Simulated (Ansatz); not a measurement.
PBE exchange is replaced step by step with exact exchange (0 % is PBE, 25 % PBE0; no dispersion term), basis def2-TZVP, Ansatz. System: (H2Al-mu-NH2)2 (Al₂N₂H₈). Total charge 0; singlet. Geometry: PBE0-D4/def2-SVP.

Geometry of the singlet:

```xyz
12

Al   -1.349   -0.392    0.231
H    -1.635   -1.463    1.378
H    -2.493    0.262   -0.668
N     0.136   -1.006   -0.909
Al    1.348    0.393   -0.233
H     1.638    1.465   -1.378
H     2.490   -0.264    0.667
N    -0.136    1.007    0.908
H    -0.051   -0.955   -1.912
H     0.446   -1.961   -0.726
H     0.052    0.949    1.910
H    -0.445    1.964    0.732
```

```csv
exact exchange (%),HOMO (eV),LUMO (eV),gap (eV)
0,-6.69,-1.01,5.67
5,-6.94,-0.86,6.08
15,-7.45,-0.56,6.89
25,-7.96,-0.26,7.70
35,-8.48,0.04,8.52
50,-9.26,0.48,9.74
```

Question: Fit a straight line to the column «gap (eV)» against the share of exact exchange and predict its value at 10 %.

Answer: With x = exact exchange (%) and y = gap (eV): mean x = 21.67, mean y = 7.433; Σ(x − x̄)(y − ȳ) = 145.1, Σ(x − x̄)² = 1783; slope b = 0.08138, intercept a = ȳ − b·x̄ = 5.669. The residuals of the fitted rows reach 0.00. At x = 10 the line gives 5.669 + (0.08138 × 10) = 6.48; the run gave 6.48, the same within rounding.
